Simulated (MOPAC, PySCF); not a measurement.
H$_{2}$B$_{2}$O, SMILES `B1BO1`, neutral singlet in the gas phase. 

Cartesian coordinates (Å):
SMILES: B1BO1
```xyz
5

B     -0.7508    -0.1796     0.4009
B      0.7664    -0.1933     0.0093
O     -0.0389     0.9319    -0.0152
H     -1.8857    -0.2623     0.7131
H      1.9090    -0.2967    -0.2662
```
Charge 0, multiplicity 1.

All levels are single points at this geometry (B3LYP-D3(BJ)/def2-TZVP); Pople sets use spherical d functions. Orbital energies aren't observables, and empty levels follow the basis.

BP86/6-31G* in PySCF gives dipole (D) = 0.17.

Estimate the dipole (D) from each of these levels: B3LYP-D3(BJ)/def2-TZVP in PySCF; B3LYP/6-311+G** in PySCF; B3LYP/6-31G* in PySCF; SVWN5/6-31G* in PySCF; PM6 in MOPAC.


```
level                            dipole (D)
-------------------------------  ----------
B3LYP-D3(BJ)/def2-TZVP in PySCF        0.41
B3LYP/6-311+G** in PySCF               0.47
B3LYP/6-31G* in PySCF                  0.35
SVWN5/6-31G* in PySCF                  0.15
PM6 in MOPAC                           0.69
```
